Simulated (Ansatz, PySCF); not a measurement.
Isomers of CH4OSi: 1 is C[Si]O, 2 is O([SiH])C; one conformer of each (the lowest of an xTB search), B3LYP-D3(BJ)/def2-TZVP minima.
Isomer 1 (charge 0, multiplicity 1, Z-matrix in Å and degrees):
```
C
H 1 1.0919
H 1 1.0969 2 107.98
H 1 1.0969 2 107.99 3 -115.77
Si 1 1.9144 2 112.49 3 122.12
O 5 1.6618 1 100.61 2 179.95
H 6 0.9650 5 120.02 1 0.10
```
Isomer 2 (charge 0, multiplicity 1):
```xyz
7

C     -0.7956     0.0849     0.2191
O      0.1962    -0.9328     0.2525
Si     1.8321    -0.8527     0.1123
H     -1.3473     0.0737     1.1603
H     -1.4895    -0.1227    -0.5968
H     -0.3390     1.0673     0.0723
H      1.9430     0.6822    -0.0672
```

Quantity: the electronic energy of isomer 2 less that of isomer 1.

No zero-point or thermal terms.

Frozen-core correlation. CBS(a, b) extrapolates the correlation energy as X⁻³ and adds the Hartree–Fock energy of set b.

Run with Ansatz (a quantum-chemistry and plane-wave program); PySCF for the dispersion terms. 

Costs are ratios of core time to PBE/def2-TZVPP (roughly 2.5 s), for whole runs (searches for the state included, and forces where a run took them) on one shared machine, so rough; each difference counts from 1.021 eV (CCSD(T)/CBS(cc-pV(T+d)Z, cc-pV(Q+d)Z), a level with limits of its own).

A star marks coupled-cluster runs past 200 virtual orbitals, where the program's memory plan changes under this machine's limit, so their costs aren't comparable with smaller runs.

```json
[
 {"level": "SVWN5/def2-TZVPP", "basis functions": "160", "cost": "×0.8", "difference (eV)": "-0.015"},
 {"level": "PBE/def2-TZVPP", "basis functions": "160", "cost": "×1", "difference (eV)": "-0.031"},
 {"level": "revPBE/def2-TZVPP", "basis functions": "160", "cost": "×1", "difference (eV)": "-0.039"},
 {"level": "revPBE-D3(BJ)/def2-TZVPP", "basis functions": "160", "cost": "×1", "difference (eV)": "-0.025"},
 {"level": "BHLYP-D3(BJ)/def2-TZVPP", "basis functions": "160", "cost": "×1", "difference (eV)": "-0.082"},
 {"level": "PBE0/def2-TZVPP", "basis functions": "160", "cost": "×1", "difference (eV)": "-0.014"},
 {"level": "r2SCAN-D3(BJ)/def2-TZVPP", "basis functions": "160", "cost": "×2", "difference (eV)": "0.004"},
 {"level": "CAM-B3LYP/def2-TZVPP", "basis functions": "160", "cost": "×2", "difference (eV)": "-0.091"},
 {"level": "CCSD(T)/cc-pV(D+d)Z", "basis functions": "71", "cost": "×2", "difference (eV)": "-0.210"},
 {"level": "wB97X-V/def2-TZVPP", "basis functions": "160", "cost": "×3", "difference (eV)": "-0.072"},
 {"level": "CCSD(T)/cc-pV(T+d)Z", "basis functions": "155", "cost": "×10", "difference (eV)": "-0.048"},
 {"level": "CCSD(T)/cc-pV(Q+d)Z", "basis functions": "294", "cost": "×800*", "difference (eV)": "-0.019"}
]
```

With a budget of 30 times the cost of PBE/def2-TZVPP, the closest level: r2SCAN-D3(BJ)/def2-TZVPP, at 0.004 eV; next is PBE0/def2-TZVPP at -0.014 eV.

What the step from CCSD(T)/cc-pV(D+d)Z to CCSD(T)/cc-pV(T+d)Z costs and buys: 71 to 155 functions, cost ×9 (rough); the difference goes from -0.210 to -0.048 eV.
